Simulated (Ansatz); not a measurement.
Reaction (formal exchange of groups at the Sb–C bond): `[NH2][SbH][CH2]O` + SiH₄ → `[NH2][SbH][SiH3]` + CH₃OH

Program: Ansatz. Geometries: PBE0-D4/def2-TZVP. ΔE: electronic, gas phase. CCSD(T)/CBS adds triple-zeta CCSD(T) − MP2 to the extrapolated MP2 energy (def2 sets, frozen cores). This one scheme is used for every species. Functionals use def2-TZVPP. B3LYP here is the variant with VWN-RPA as its local correlation; programs differ in this. Elements past krypton have def2 core potentials. For Sb outer-core shells are correlated without core-valence functions, which leaves a few kJ/mol of doubt a bond. Each species was taken in one conformer, which may not be the lowest.

Is it downhill or uphill in electronic energy at CCSD(T)/CBS, and by how much? (Best estimate.)

Computed: Downhill: ΔE = -0.55 eV.

What do these levels give: B3LYP-D4, ωB97M-V, PBE, HF/def2-TZVPP, CCSD/def2-TZVPP, SCS-MP2/def2-QZVPP? (An estimate is asked.)

The calculation gave: B3LYP-D4 -0.57, ωB97M-V -0.54, PBE -0.65, HF/def2-TZVPP -0.57, CCSD/def2-TZVPP -0.53, SCS-MP2/def2-QZVPP -0.51 eV.

Largest T1 diagnostic among the species: 0.014.

In def2-TZVPP, CCSD(T) changes the Hartree–Fock value by +0.05 eV (the triples alone add +0.01 eV) and MP2 by +0.06 eV.
